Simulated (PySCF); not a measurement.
## Pd²⁺ (palladium, charge +2) across methods

[Kr] 4d7 5s1, high-spin 5F determinant (an excited configuration). Computed with PySCF 2.14 in ANO-RCC-VTZP, with scalar relativity by spin-free X2C-1e.

| method | E (hartree) | mean ε 4d α (eV) | mean ε 4d β (eV) | mean ε 5s α (eV) | Σ⟨r²⟩ (bohr²) | ⟨S²⟩ |
| --- | --- | --- | --- | --- | --- | --- |
| r2SCAN | -5043.84 | -33.368 | -30.855 | -22.502 | 35.78 | 6.002 |
| HSE06 | -5043.46 | -34.528 | -32.158 | -22.747 | 35.83 | 6.001 |
| PBE | -5043.44 | -32.707 | -30.481 | -22.364 | 35.80 | 6.001 |
| UHF | -5041.46975 | -40.681 | -37.771 | -24.747 | 36.15 | 6.004 |
| PBE0 | -5043.52 | -34.954 | -32.577 | -23.099 | 35.79 | 6.001 |
| LDA | -5038.44 | -32.821 | -30.554 | -22.711 | 35.84 | 6.000 |
| r2SCANh | -5043.83 | -34.190 | -31.653 | -22.808 | 35.78 | 6.002 |
| LC-wPBE | -5043.42 | -37.648 | -35.404 | -25.354 | 35.70 | 6.001 |
